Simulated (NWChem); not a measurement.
# InPH$_{4}$O$_{2}$; SMILES [OH][In]([OH])[PH2]

```xyz
8

In     0.0937    -0.2817    -0.0474
O     -1.4727    -1.5050     0.2016
H     -2.3163    -1.0437     0.2643
O      1.7696    -1.3482    -0.2343
H      1.5858    -2.2937    -0.1761
P      0.1191     2.2016    -0.2360
H      1.3627     2.2667     0.4663
H     -0.6571     2.3457     0.9575
```
Atoms are numbered in this order, from 1.

Level: PBE0/def2-SVP with def2 effective core potentials on In (NWChem), optimised geometry, unscaled harmonic frequencies. def2 effective core potentials on In; no spin-orbit coupling.

```csv
frequency (cm⁻¹),IR intensity (km/mol)
66,7.5
85,4.7
116,15.0
140,24.4
264,105.2
307,4.0
319,93.9
594,48.5
605,35.7
613,72.1
646,1.5
776,71.6
815,87.8
1091,15.3
2397,28.4
2417,34.6
3884,65.1
3901,50.4
```

zero-point energy: 27.2 kcal/mol
thermal correction to the enthalpy at 298.15 K (with zero-point energy): 32.7 kcal/mol
heat capacity Cv: 24.4 cal/(mol K)
entropy at 298.15 K and 1 atm (symmetry number 1): 89.4 cal/(mol K)

Rigid rotor and harmonic oscillator; modes under 100 cm⁻¹ make the entropy uncertain.
